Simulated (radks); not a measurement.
The beryllium ion Be2+, configuration [He].

Method: non-relativistic Kohn-Sham, Slater X-alpha with alpha = 0.693, spin-polarised, spherical densities, point nucleus; computed with a radial shooting solver on a logarithmic mesh with Libxc functionals.

Energy parts (eV):
total: -363.831
kinetic: 363.831
electron-nucleus: -795.330
Hartree: 122.354
exchange: -54.686

Orbitals (lengths in bohr, moments of r in powers of bohr):
orbital  occ.  eigenvalue (eV)  <1/r>   <r^4>   <r^2>
1s          2        -129.8527  3.653  0.1532  0.2401

The highest occupied level is 1s at -129.85 eV. The density falls to 0.001 e/bohr^3 at r = 1.48 bohr.
